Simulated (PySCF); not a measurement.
# Orbital picture of LiSn⁺

r²SCAN0 at R = 3.015 Å; Li cc-pVDZ, Sn cc-pVDZ-PP with ECP28; scalar-relativistic core potentials (PySCF 2.14). State: ³Π (triplet), unpaired electrons σ ↑, π ↑. Only the outer orbitals are listed, counted within each symmetry, core potentials removing the inner ones.

| spin | orbital | occ. | ε (eV) | on Li (%) | main shells (%) |
| --- | --- | --- | --- | --- | --- |
| α | 1δ | 1 | -33.99 | 0 | 100 Sn d |
| α | 2π | 1 | -33.93 | 0 | 100 Sn d |
| α | 1δ | 1 | -33.87 | 0 | 100 Sn d |
| α | 4σ | 1 | -33.67 | 0 | 100 Sn d |
| α | 2π | 1 | -33.67 | 0 | 100 Sn d |
| α | 5σ | 1 | -17.63 | 5 | 95 Sn s |
| α | 6σ | 1 | -10.80 | 30 | 68 Sn p, 16 Li s, 12 Li p |
| α | 3π | 1 | -9.88 | 5 | 95 Sn p |
| α | 3π | 0 | -7.77 | 7 | 93 Sn p |
| α | 7σ | 0 | -4.97 | 92 | 89 Li s |
| α | 4π | 0 | -3.98 | 94 | 93 Li p |
| β | 1δ | 1 | -33.90 | 0 | 100 Sn d |
| β | 2π | 1 | -33.82 | 0 | 100 Sn d |
| β | 1δ | 1 | -33.73 | 0 | 100 Sn d |
| β | 2π | 1 | -33.44 | 0 | 100 Sn d |
| β | 4σ | 1 | -33.44 | 0 | 100 Sn d |
| β | 5σ | 1 | -15.76 | 3 | 96 Sn s |
| β | 3π | 0 | -6.97 | 4 | 96 Sn p |
| β | 6σ | 0 | -6.82 | 24 | 74 Sn p, 14 Li s, 9 Li p |
| β | 3π | 0 | -5.91 | 7 | 93 Sn p |

Problem. Which are the highest filled and the lowest empty level, where do they sit, and how wide is the gap?

Solution. Highest filled α 3π at -9.88 eV (in %: 95 Sn p); lowest empty α 3π at -7.77 eV (in %: 93 Sn p); the gap at r²SCAN0 is 2.11 eV. Both belong to one degenerate shell, split only by its one-sided filling, so this is no excitation gap.

```
bond order (Mayer)                                                                                                 : 0.60
⟨S²⟩                                                                                                               : 2.006
charge on Li (Mulliken, basis-dependent)                                                                           : 0.58
charge on Li (Löwdin, basis-dependent)                                                                             : 0.52
dipole moment (positive dipole points towards Sn; it is taken about the centre of mass and depends on that origin) : -9.60 D
```

Spin–orbit coupling is left out. The state was picked by a PBE0 search and need not be the measured ground state.
